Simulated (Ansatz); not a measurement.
Born–Oppenheimer molecular dynamics of a periodic cell of 26 atoms, AgH₁₆O₈F (contents 8 H2O + 1 Ag + 1 F, density as packed 1.58 g/cm³ with natural masses). It goes on from the last frame of an earlier run, with new velocities.

Theory: DFT PBE-D3(BJ), scalar-relativistic, plane waves, PAW in Ansatz 0.2.0. Settings: cutoff 420 eV, k mesh 1x1x1, fermi-dirac smearing 0.05 eV, no spin polarisation.

```
ensemble        : NVT, Langevin thermostat
time step       : 0.5 fs
steps asked     : 400
set temperature : 250 K
friction        : 0.02 /fs
seed            : 826614
```

First frame:

```xyz
26
Lattice="6.5731 0.0000 0.0000 0.0000 6.5731 0.0000 0.0000 0.0000 6.5731" Properties=species:S:1:pos:R:3
O 2.835 0.372 3.543
H 3.618 0.166 2.943
H 1.969 0.517 3.031
O 5.460 4.005 0.486
H 5.032 4.830 0.824
H 4.755 3.517 0.013
O 1.683 2.721 6.929
H 1.308 2.982 6.098
H 2.559 2.262 6.682
O 2.389 4.114 2.527
H 3.006 4.904 2.450
H 2.157 3.803 1.619
O 5.603 6.291 4.612
H 5.772 5.973 3.719
H 6.180 5.768 5.207
O 3.578 7.664 6.271
H 3.540 7.252 5.378
H 4.011 7.087 6.962
O 7.083 1.016 1.883
H 7.458 1.538 1.113
H 6.336 0.414 1.697
O 4.067 2.949 4.131
H 3.428 3.417 3.519
H 3.767 2.026 3.990
Ag 5.754 2.558 2.813
F 4.665 6.408 1.897
```

Task: What does the run give?

Result: All steps were run.

* steps done: 400
* time covered: 200 fs
* mean temperature over the second half: 287 K
* spread of the potential energy over the second half: 4.1 meV per atom
* mean potential energy of the second half above the start: 2.1 meV per atom

The mean temperature of the second half is 15 % above the set value. A run of 0.2 ps of so small a system gives no equilibrium averages. Limits of this set-up: coarse k mesh.

Task: What happens to the structure?

Result: Mean squared displacements from the first frame to the last, about the centre of mass: O 0.20 Å², H 0.27 Å², Ag 0.01 Å², F 0.28 Å². The details hang on the random start.

Task: How do temperature and energy run in time?

Result: 
```tsv
time (fs)	T (K)	potential energy less start (eV)
0.0	240	0.000
6.5	263	-0.087
13.0	246	-0.034
19.5	255	-0.032
26.0	250	0.024
32.5	248	-0.108
39.0	235	0.001
45.5	240	0.112
52.0	245	0.110
58.5	233	0.287
65.0	202	0.292
71.5	251	0.171
78.0	317	0.000
84.5	293	0.068
91.0	298	0.135
97.5	321	0.186
104.0	318	0.238
110.5	329	0.089
117.0	329	0.112
123.5	334	0.128
130.0	262	0.242
136.5	296	0.137
143.0	265	0.055
149.5	295	0.023
156.0	330	-0.055
162.5	272	-0.009
169.0	261	-0.031
175.5	271	-0.051
182.0	251	-0.009
188.5	227	0.075
195.0	228	-0.009
```

Run time: 11 min on 1 thread of Arm Neoverse V1, on a shared host, peak memory 0.38 GiB.
